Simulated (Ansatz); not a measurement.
Z-matrix (Å, degrees):
```
C
Al 1 1.952
H 1 1.092 2 113.4
H 1 1.095 2 111.0 3 -122.1
H 1 1.096 2 109.8 3 120.7
Si 2 2.450 1 120.9 3 -9.1
H 2 1.592 1 119.7 3 174.4
Ga 6 2.399 2 109.9 1 -84.4
H 6 1.495 2 109.4 1 34.8
H 6 1.493 2 111.1 1 153.8
H 8 1.574 6 121.3 2 -92.2
H 8 1.575 6 120.4 2 84.1
```

Charge 0, multiplicity 1.

Problem. List the B3LYP/def2-TZVPP orbital energies in eV (the Gaussian-basis code of Ansatz). (Estimate.)

Solution. Computed: Occupied: -10137.75, -1798.38, -1524.37, -1249.55, -1106.80, -1106.69, -1106.68, -276.19, -149.54, -142.98, -112.36, -103.01, -102.71, -102.69, -98.29, -98.29, -98.28, -73.11, -72.91, -72.87, -22.78, -22.66, -22.63, -22.51, -22.46, -18.66, -14.38, -11.87, -11.01, -10.93, -10.67, -9.51, -8.25, -8.04, -7.83, -6.77. Lowest empty: -2.54, -1.41, -0.20, -0.02, 0.77, 0.97, 1.22, 1.87.

B3LYP here is the variant with VWN-RPA as its local correlation; programs differ in this.
